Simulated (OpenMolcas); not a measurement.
Si5H10 (SMILES [SiH2]1[SiH2][SiH2][SiH2][SiH2]1): the vertical ionisation energy from total energies

Si5H10 has 15 atoms, charge 0, and is taken as a singlet. As SMILES, `[SiH2]1[SiH2][SiH2][SiH2][SiH2]1`. Geometry: relaxed at PBE0-D4/def2-TZVP. This is one conformer, not always the lowest.

| atom | x (Å) | y (Å) | z (Å) |
| --- | --- | --- | --- |
| Si | -1.0841 | 1.4590 | 0.7077 |
| Si | -0.0591 | -0.2506 | 1.9352 |
| Si | 1.6853 | -0.8474 | 0.4933 |
| Si | 0.6067 | -0.9777 | -1.5859 |
| Si | -1.1322 | 0.6110 | -1.4832 |
| H | -0.1942 | 2.6547 | 0.7406 |
| H | -2.4286 | 1.8530 | 1.2106 |
| H | 0.3852 | 0.1619 | 3.2945 |
| H | -1.0009 | -1.3991 | 2.0636 |
| H | 2.3951 | -2.1005 | 0.8694 |
| H | 2.6714 | 0.2703 | 0.4617 |
| H | 0.0144 | -2.3356 | -1.7461 |
| H | 1.5300 | -0.7297 | -2.7271 |
| H | -0.9524 | 1.6907 | -2.4926 |
| H | -2.4368 | -0.0599 | -1.7414 |

Both states at this one shape; open shells run unrestricted unless said. 1 Eh = 27.2114 eV.

| level | program | singlet Si5H10 (Eh) | doublet [Si5H10]+ (Eh) | HOMO of the first (eV) |
| --- | --- | --- | --- | --- |
| BLYP/6-31G* (spherical functions) | OpenMolcas | -1453.320480 | -1452.998835 | -6.35 |
| PBE/6-31G* (spherical functions) | OpenMolcas | -1452.615474 | -1452.286077 | -6.58 |
| TPSS/6-31G* (spherical functions) | OpenMolcas | -1453.521590 | -1453.188169 | -6.72 |
| r2SCAN/6-31G* (spherical functions) | OpenMolcas | -1453.251800 | -1452.915865 | -6.85 |

Work out the vertical ionisation energy at each level.


1. BLYP/6-31G* (spherical functions): -1452.998835 − (-1453.320480) = 0.321645 Eh = 8.75 eV; −ε(HOMO) = 6.35 eV.
2. PBE/6-31G* (spherical functions): -1452.286077 − (-1452.615474) = 0.329397 Eh = 8.96 eV; −ε(HOMO) = 6.58 eV.
3. TPSS/6-31G* (spherical functions): -1453.188169 − (-1453.521590) = 0.333421 Eh = 9.07 eV; −ε(HOMO) = 6.72 eV.
4. r2SCAN/6-31G* (spherical functions): -1452.915865 − (-1453.251800) = 0.335935 Eh = 9.14 eV; −ε(HOMO) = 6.85 eV.

No measured value is set beside it here; the levels span 8.75 to 9.14 eV. In semi-local functionals −ε(HOMO) lies far under the ionisation energy, a result of self-interaction, while the difference of totals does much better.
